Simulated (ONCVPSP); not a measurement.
**u(r) = r·R(r): atom against pseudo-atom (Be (Z = 4))**

Columns: radius, all-electron u(r) and pseudo u(r) of the 1s shell (level -117.79 eV) of beryllium in the configuration 1s2 2s1; PBE, scalar-relativistic, ONCV scheme, ONCVPSP 4.0.1.

```tsv
r (bohr)	all-electron	pseudo
0.042	0.5219	0.3391
0.084	0.8835	0.6564
0.126	1.1235	0.9327
0.168	1.2726	1.1544
0.210	1.3538	1.3136
0.252	1.3852	1.4097
0.294	1.3804	1.4480
0.336	1.3494	1.4372
0.378	1.3007	1.3901
0.420	1.2399	1.3185
0.462	1.1717	1.2330
0.504	1.0993	1.1424
0.546	1.0254	1.0526
0.588	0.9518	0.9671
0.630	0.8798	0.8873
0.672	0.8104	0.8134
0.714	0.7442	0.7451
0.756	0.6816	0.6817
0.798	0.6228	0.6227
0.840	0.5679	0.5678
0.882	0.5168	0.5167
0.924	0.4695	0.4695
0.966	0.4259	0.4258
1.008	0.3857	0.3857
1.050	0.3489	0.3488
1.092	0.3152	0.3151
```

Q: How many radial nodes do the two functions have?

A: The all-electron 1s function has n − l − 1 = 0; the pseudo-wave has 0.

Q: At about which radius was the pseudo-wave matched?

A: 0.84 bohr. The columns agree to 0.0005 from 0.76 bohr on; several derivatives are matched, so the curves merge somewhat inside the radius.

Q: Is the pseudo-wave norm-conserving?

A: Yes: the ONCV scheme keeps the norm inside the radius equal to the all-electron one, which fixes the energy derivative of the logarithmic derivative at the level.
